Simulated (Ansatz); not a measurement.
`CC(C)(C)[CH2][Ga]([Cl])[Cl]`: the same geometry under several functionals.

```yaml
crystal:
  periodic: [false, false, false]
  atoms:
    - {symbol: C, position_ang: [0.110432, -1.614372, 0.048157]}
    - {symbol: C, position_ang: [-0.163772, -0.156298, 0.403223]}
    - {symbol: C, position_ang: [1.138611, 0.526658, 0.812887]}
    - {symbol: C, position_ang: [-1.150554, -0.098851, 1.569133]}
    - {symbol: C, position_ang: [-0.782375, 0.579045, -0.793295]}
    - {symbol: Ga, position_ang: [0.460582, 0.928929, -2.267019]}
    - {symbol: Cl, position_ang: [1.632204, -0.529954, -3.314866]}
    - {symbol: Cl, position_ang: [0.768139, 2.913303, -3.019768]}
    - {symbol: H, position_ang: [0.538275, -2.143541, 0.903623]}
    - {symbol: H, position_ang: [-0.813016, -2.127173, -0.234435]}
    - {symbol: H, position_ang: [0.811901, -1.704219, -0.785056]}
    - {symbol: H, position_ang: [0.984144, 1.589643, 1.018356]}
    - {symbol: H, position_ang: [1.900684, 0.437194, 0.027234]}
    - {symbol: H, position_ang: [1.559977, 0.068613, 1.711299]}
    - {symbol: H, position_ang: [-1.349452, 0.934188, 1.866825]}
    - {symbol: H, position_ang: [-2.103140, -0.560969, 1.297326]}
    - {symbol: H, position_ang: [-0.755209, -0.630704, 2.439017]}
    - {symbol: H, position_ang: [-1.638168, 0.023172, -1.189808]}
    - {symbol: H, position_ang: [-1.149254, 1.565338, -0.492813]}
basis:
  gaussian: {orbitals: def2-TZVPP}
hamiltonian: {xc: {name: B97M-V}}
output: {orbitals: {seedname: orbitals}}
```

```sh
$ ansatz run in.yaml --threads 4 --pin off --events-out ev --progress --plain --max-ram 46080MiB --backend cuda --devices 0, --max-vram 37GiB
```

It prints (some lines left out):

```
Functional definition: B97M-V
2505 factors; their error is unknown
mean field evaluation 1: about -82759.1199 eV, gradient 9.0e1 eV
mean field evaluation 2: about -82681.3311 eV, gradient 1.9e2 eV
mean field evaluation 4: about -82778.0972 eV, gradient 1.2e1 eV
mean field evaluation 8: about -82778.4155 eV, gradient 4.4e-1 eV
mean field evaluation 16: about -82778.3575 eV, gradient 3.6e-3 eV
mean field -82778.35752932 eV, -3042.0485300167 hartree, gradient 3.2e-5 eV, S^2 0.000000; 0 other end points of the search recorded, 0 dependent functions left out
reference -82778.35760505 eV, -3042.0485327994 hartree; 53, 53 occupied and 388, 388 virtual orbitals, 2505 factors
Total energy: -82778.35760505 eV, -3042.0485327994 hartree
```

Hardware: 4 threads of an AMD EPYC 7R13 on a shared host and a share of an NVIDIA H100 80 GB. Wall time 6.5 s, peak host memory 1.1 GiB.

With the line `hamiltonian: {xc: {name: r2SCANh}, dispersion: d4}` (abridged; 4.2 s):

```
Functional definition: r2SCANh
mean field evaluation 16: about -82788.7966 eV, gradient 4.0e-4 eV
mean field -82788.79658386 eV, -3042.4321581951 hartree, gradient 1.5e-5 eV, S^2 0.000000
Total energy: -82788.96475944 eV, -3042.4383385336 hartree
```

The same input with `hamiltonian: {xc: {name: r2SCAN0}, dispersion: d4}` (abridged; 3.9 s):

```
Functional definition: r2SCAN0
mean field evaluation 16: about -82788.0854 eV, gradient 2.9e-4 eV
mean field -82788.08538606 eV, -3042.4060221578 hartree, gradient 3.5e-5 eV, S^2 0.000000
Total energy: -82788.27048066 eV, -3042.4128242591 hartree
```

Changing it to `hamiltonian: {xc: {name: wB97M-V}}` and forces (abridged; 7.5 s):

```
Functional definition: wB97M-V
mean field evaluation 16: about -82787.5046 eV, gradient 1.7e-4 eV
mean field -82787.50456831 eV, -3042.3846774994 hartree, gradient 6.8e-5 eV, S^2 0.000000
Total energy: -82787.50462932 eV, -3042.3846797414 hartree
Atom 0 force     0.031334    -0.160397    -0.043646 eV/Å
Atom 1 force    -0.037083     0.011424     0.018276 eV/Å
Atom 2 force     0.143924     0.070035     0.051525 eV/Å
Atom 3 force    -0.091027    -0.007981     0.141806 eV/Å
Atom 4 force    -0.065793     0.095022    -0.168669 eV/Å
Atom 5 force    -0.006952    -0.011214     0.035879 eV/Å
Atom 6 force     0.002500     0.002582     0.000373 eV/Å
Atom 7 force    -0.001129    -0.005684     0.002395 eV/Å
Atom 8 force    -0.023126     0.034081    -0.046063 eV/Å
Atom 9 force     0.047805     0.034694     0.016885 eV/Å
Atom 10 force    -0.036215     0.008980     0.049717 eV/Å
Atom 11 force    -0.000962    -0.057179    -0.015803 eV/Å
Atom 12 force    -0.038557    -0.001072     0.027097 eV/Å
Atom 13 force    -0.029304     0.024510    -0.053714 eV/Å
Atom 14 force     0.016761    -0.059034    -0.023480 eV/Å
Atom 15 force     0.058141     0.027124     0.009096 eV/Å
Atom 16 force    -0.022898     0.031530    -0.053055 eV/Å
Atom 17 force     0.042706     0.030416     0.047198 eV/Å
Atom 18 force     0.009874    -0.067836     0.004184 eV/Å
Dipole moment:    -0.366380    -0.191825     0.567702 e Å
```

Changing it to `hamiltonian: {xc: {name: BHLYP}, dispersion: d4}` (abridged; 4.5 s):

```
Functional definition: BHLYP
mean field evaluation 16: about -82790.3101 eV, gradient 6.4e-4 eV
mean field -82790.31008105 eV, -3042.4877781911 hartree, gradient 4.1e-5 eV, S^2 0.000000
Total energy: -82791.04161737 eV, -3042.5146616547 hartree
```

With the line `hamiltonian: {xc: {name: B2PLYP}}` (abridged; 4 s):

```
Functional definition: B2PLYP
mean field evaluation 16: about -82759.1060 eV, gradient 7.7e-5 eV
mean field -82759.10598136 eV, -3041.3410486781 hartree, gradient 3.7e-6 eV, S^2 0.000000
24 core orbitals not correlated: weight in the atoms' cores, before any rotation towards them, 1.000 or more for the frozen orbitals, at most 0.000 for the correlated occupied ones
second order -49.03501803 eV of doubles, -0.00000000 eV of singles
Total energy: -82772.34566887 eV, -3041.8275982200 hartree
```
